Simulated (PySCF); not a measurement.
Optical rotation: `Cl[Si@@H]1C[Si@@H](Cl)[SiH2][SiH2]O1`, CH$_{8}$Cl$_{2}$OSi$_{4}$

Molfile (atoms numbered from 1):
```
CH8Cl2OSi4
     RDKit          3D

 16 16  0  0  0  0  0  0  0  0999 V2000
   -1.7912    2.5093    0.3919 Cl  0  0  0  0  0  0  0  0  0  0  0  0
   -1.0005    1.3215   -1.0269 Si  0  0  2  0  0  4  0  0  0  0  0  0
   -1.5372   -0.4724   -0.7196 C   0  0  0  0  0  0  0  0  0  0  0  0
   -0.8798   -1.2375    0.9084 Si  0  0  1  0  0  4  0  0  0  0  0  0
   -1.4248   -3.2065    0.8770 Cl  0  0  0  0  0  0  0  0  0  0  0  0
    1.4347   -0.9193    1.0417 Si  0  0  0  0  0  4  0  0  0  0  0  0
    2.0100    0.9612   -0.1881 Si  0  0  0  0  0  4  0  0  0  0  0  0
    0.6061    1.4174   -0.9142 O   0  0  0  0  0  0  0  0  0  0  0  0
   -1.3069    1.8476   -2.3469 H   0  0  0  0  0  0  0  0  0  0  0  0
   -2.6253   -0.5326   -0.7403 H   0  0  0  0  0  0  0  0  0  0  0  0
   -1.1903   -1.0772   -1.5588 H   0  0  0  0  0  0  0  0  0  0  0  0
   -1.6621   -0.6573    2.0089 H   0  0  0  0  0  0  0  0  0  0  0  0
    1.8500   -0.7873    2.4504 H   0  0  0  0  0  0  0  0  0  0  0  0
    2.1763   -2.1074    0.5796 H   0  0  0  0  0  0  0  0  0  0  0  0
    2.9050    0.8014   -1.3372 H   0  0  0  0  0  0  0  0  0  0  0  0
    2.4284    2.1481    0.5626 H   0  0  0  0  0  0  0  0  0  0  0  0
  1  2  1  0
  2  3  1  0
  3  4  1  0
  4  5  1  0
  4  6  1  0
  6  7  1  0
  7  8  1  0
  8  2  1  0
  2  9  1  6
  3 10  1  0
  3 11  1  0
  4 12  1  1
  6 13  1  0
  6 14  1  0
  7 15  1  0
  7 16  1  0
M  END
```

The calculation used TDDFT CAM-B3LYP/def2-SVPD circular dichroism and optical rotation, one conformer, gas phase (PySCF 2.14.0). Geometry: GFN2-xTB.

Stereocentres: Si2 R, Si4 R.

Problem. Give the optical rotatory dispersion at 633, 589.3, 546, 436, 405, 365, 355 nm.

Solution. [α] in deg dm⁻¹ (g/mL)⁻¹:
```tsv
λ (nm)	origin-invariant length gauge	modified velocity gauge	length gauge (centre of mass)	isotropic polarisability (au)
633	+24.1	+21.7	+22.4	146.4
589.3	+28.4	+25.5	+26.4	147.1
546	+33.8	+30.4	+31.5	148.0
436	+58.4	+53.0	+54.6	151.7
405	+70.9	+64.5	+66.4	153.4
365	+94.8	+86.8	+89.0	156.4
355	+102.8	+94.3	+96.7	157.4
```

Problem. And for the mirror image at 589.3 nm?

Solution. -28.4 deg dm⁻¹ (g/mL)⁻¹ (origin-invariant length gauge): the same size and the opposite sign.

Problem. What is the molar rotation [Φ] = [α]·M/100 of the geometry above at 589.3 nm?

Solution. With M = 219.31 g/mol, +62.2 deg cm² dmol⁻¹ (origin-invariant length gauge).

The first excitation lies at 5.91 eV (210 nm) with R = -5.8 × 10⁻⁴⁰ esu² cm² (velocity form).
